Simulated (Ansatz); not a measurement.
Ansatz (a first-principles code) input:

Ansatz 0.2 input:
```yaml
crystal:
  periodic: [false, false, false]
  atoms:
    - {symbol: B, position_ang: [0.04399844, -0.14275734, 0.03148584]}
    - {symbol: Cl, position_ang: [0.30843593, 1.56635425, -0.31279510]}
    - {symbol: Cl, position_ang: [1.41046120, -1.20699701, 0.30909203]}
    - {symbol: O, position_ang: [-1.19241771, -0.67937469, 0.09195238]}
    - {symbol: C, position_ang: [-2.37763690, -0.04852216, -0.08809955]}
    - {symbol: H, position_ang: [-3.24637801, -0.67600521, 0.00643444]}
    - {symbol: H, position_ang: [-2.38970237, 1.00684932, -0.30793326]}
basis:
  gaussian:
    orbitals: STO-3G
hamiltonian:
  xc: {name: PBE0}
magnetization: {spin_polarized: true, initial_magnetization: 1}
```

**Question.** Predict the final energy.

**Answer.** -1047.60199 Eh (PBE0/STO-3G). The basis has 35 functions.

It need not be the lowest isomer of its formula.
